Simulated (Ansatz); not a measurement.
Two isomers of C2H5BO: A = `BC(=C)O`, B = `BCC=O`.

Computed with Ansatz on PBE0-D4/def2-TZVP structures; ΔE is electronic, products minus reactants. CCSD(T)/CBS is the MP2 limit (def2-TZVPP, def2-QZVPP) plus CCSD(T) − MP2 in def2-TZVPP, frozen cores. DFT in def2-TZVPP. One conformer a species, not always the lowest.

Which isomer does CCSD(T)/CBS put lower? Give the gap. (An estimate is asked.)

Computed: B, by 17.5 kJ/mol.

Give E(B) − E(A) in kJ/mol with PBE0-D4, CCSD/def2-TZVPP, CCSD(T)/def2-SVP, BLYP-D4, PBE-D4, B2PLYP, r2SCAN-D4. (Estimate.)

The calculation gave: PBE0-D4 -20.9, CCSD/def2-TZVPP -24.1, CCSD(T)/def2-SVP -34.4, BLYP-D4 -17.2, PBE-D4 -18.6, B2PLYP -22.1, r2SCAN-D4 -20.6. None reverses the order clearly.

Does the order hold for the free energy at 298.15 K (harmonic terms from PBE0-D4)? (An estimate is asked.)

Ansatz gave: Yes: G(B) − G(A) = -23.2 kJ/mol, for one conformer each.

Largest T1 diagnostic: 0.014.

In def2-TZVPP, CCSD(T) changes the Hartree–Fock value by +13.8 kJ/mol (the triples alone add +3.2 kJ/mol) and MP2 by +11.3 kJ/mol. Leaving LDA and LC-ωPBE aside and taking each functional with its dispersion term where it has one, the values, not all of them listed here, spread over 11.9 kJ/mol, from ωB97X-V to BLYP-D4. LDA lies +11.5 kJ/mol from PBE without D4.
